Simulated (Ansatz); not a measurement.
CH₇BSn, SMILES `[BH2][SnH2][CH3]`. The species carries charge 0 and has multiplicity 1. Sn takes the def2 core potential.

```xyz
10

B     0.5611    0.6008   -1.9172
Sn    0.4291   -0.6406   -0.0484
C    -0.8376    0.2004    1.4662
H    -0.0840    1.5976   -2.0561
H     1.2834    0.2735   -2.8108
H     1.9915   -0.8758    0.6211
H    -0.1663   -2.2020   -0.4416
H    -0.4570    1.1755    1.7715
H    -1.8490    0.3245    1.0781
H    -0.8712   -0.4540    2.3372
```

Q: List the harmonic frequencies (cm⁻¹, unscaled) at PBE0-D4/def2-TZVP in Ansatz. (Best estimate.)

A: Computed: 16i, 95, 126, 271, 481, 493, 506, 537, 656, 715, 782, 790, 880, 1156, 1226, 1455, 1457, 1900, 1904, 2587, 2683, 3067, 3160, 3164.
